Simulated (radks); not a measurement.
These are the eigenvalues of the occupied orbitals of an atom or ion with whole-number occupations (eV). Calculated with a radial shooting solver on a logarithmic mesh with Libxc functionals: scalar-relativistic Kohn-Sham, exchange-only LDA, spin-polarised, spherical densities, point nucleus.

1s up: -10398.04
1s down: -10397.96
2s up: -1454.092
2s down: -1448.304
2p up: -1291.424
2p down: -1286.991
3s up: -324.5445
3s down: -315.2230
3p up: -274.4536
3p down: -265.2182
3d up: -193.0468

Which element is it, and in what charge state? The configuration may be excited. Open shells, if any, are filled with parallel spins first.

Answer. Z = 31, gallium, charge +8: Ga8+ in [Ar] 3d5. The list shows which subshells hold electrons but not how many an open one holds; the 1s level, -382.12 hartree, gives Z - s = 27.6 by -(Z - s)^2/2, which with screening and relativity narrows Z to a few neighbours, and the depths of the outer levels then fix element, charge and occupations together.
